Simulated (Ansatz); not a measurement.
A CCSD(T) single point on C₂H₈O₂Zr (`[CH3][Zr]([CH3])([OH])[OH]`).

```yaml
crystal:
  periodic: [false, false, false]
  atoms:
    - {symbol: C, position_ang: [-1.804553, -0.757691, 0.022255]}
    - {symbol: Zr, position_ang: [0.083115, 0.359475, -0.381444]}
    - {symbol: C, position_ang: [1.550413, -0.341673, 1.144910]}
    - {symbol: O, position_ang: [0.727280, -0.164288, -2.112832]}
    - {symbol: O, position_ang: [-0.250824, 2.225374, -0.074860]}
    - {symbol: H, position_ang: [-2.161331, -0.554817, 1.039609]}
    - {symbol: H, position_ang: [-1.637470, -1.838577, -0.062428]}
    - {symbol: H, position_ang: [-2.614793, -0.496161, -0.667479]}
    - {symbol: H, position_ang: [1.180670, -0.135997, 2.157037]}
    - {symbol: H, position_ang: [2.531154, 0.137753, 1.050430]}
    - {symbol: H, position_ang: [1.704972, -1.424480, 1.060734]}
    - {symbol: H, position_ang: [1.030841, -0.178656, -3.015398]}
    - {symbol: H, position_ang: [-0.339476, 3.169719, -0.160534]}
basis:
  gaussian: {orbitals: def2-SVP}
correlation: {method: ccsd_t}
```

```sh
$ ansatz run in.yaml --threads 4 --pin off --events-out ev --progress --plain --max-ram 11315MiB
```

Output of Ansatz, abridged:

```
Functional definition: HF
1302 factors; integrals over basis functions are off by at most 1.1e-3 eV
mean field evaluation 1: about -7518.9879 eV, gradient 6.0e1 eV
mean field evaluation 2: about -7519.0775 eV, gradient 6.0e1 eV
mean field evaluation 4: about -7526.4613 eV, gradient 4.7e0 eV
mean field evaluation 8: about -7526.5604 eV, gradient 5.2e-1 eV
mean field -7526.56162185 eV, -276.5960379162 hartree, gradient 1.7e-6 eV, S^2 0.000000; 0 other end points of the search recorded, 0 dependent functions left out
4 core orbitals not correlated: weight in the atoms' cores, before any rotation towards them, 1.000 or more for the frozen orbitals, at most 0.000 for the correlated occupied ones
reference -7526.56162185 eV, -276.5960379162 hartree; 20, 20 occupied and 103, 103 virtual orbitals, 1302 factors
second order -25.19092503 eV of doubles, -0.00000000 eV of singles
cycle   1  -25.43663189 eV  change   -2.5e-1 eV  update   1.5e-1
cycle   2  -26.06647185 eV  change   -6.3e-1 eV  update   5.0e-2
cycle   3  -26.28408085 eV  change   -2.2e-1 eV  update   2.8e-2
cycle   4  -26.28360076 eV  change    4.8e-4 eV  update   7.4e-3
cycle   5  -26.27627430 eV  change    7.3e-3 eV  update   2.7e-3
cycle   6  -26.27646438 eV  change   -1.9e-4 eV  update   8.4e-4
cycle   7  -26.27617861 eV  change    2.9e-4 eV  update   2.9e-4
cycle   8  -26.27611736 eV  change    6.1e-5 eV  update   9.6e-5
cycle   9  -26.27616652 eV  change   -4.9e-5 eV  update   4.8e-5
perturbative correction -0.78714781 eV, -0.0289271484 hartree
Total energy: -7553.62493618 eV, -277.5905963736 hartree
```

Run time 21 s (4 threads of an Arm Neoverse V2 on a shared host); peak host memory 0.98 GiB.

The correlation energy is -27.063 eV, 2.9 % of it from (T); the T1 diagnostic reads 0.0164.
